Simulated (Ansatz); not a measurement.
C3H7Al, SMILES `C[CH]1[CH2][AlH]1` from Hartree–Fock to CCSD(T)

Cartesian coordinates in Å:
```
C -1.148 -0.524 -0.740
C -0.313 0.406 0.105
C 0.805 -0.250 1.013
Al 1.453 1.090 -0.179
H -1.791 0.028 -1.430
H -0.526 -1.191 -1.346
H -1.791 -1.163 -0.121
H -0.941 1.075 0.701
H 1.008 -1.289 0.746
H 0.669 -0.162 2.089
H 2.576 1.979 -0.837
```

The species carries charge 0 and has multiplicity 1. All single points use the PBE0-D4/def2-TZVP geometry. Frozen core, restricted reference, Ansatz. CBS rows extrapolate triple and quadruple zeta; past MP2 they add the triple-zeta difference.

```csv
basis,HF (Eh),MP2 corr.,CCSD corr.,(T),CCSD(T) total
def2-SVP,-359.35336,-0.49064,-0.53927,-0.01753,-359.91016
def2-TZVPP,-359.56527,-0.59964,-0.64067,-0.02686,-360.23280
def2-QZVPP,-359.57773,-0.63738,–,–,–
CBS(def2),-359.57945,-0.66534,-0.70638,as TZ,-360.31269
```
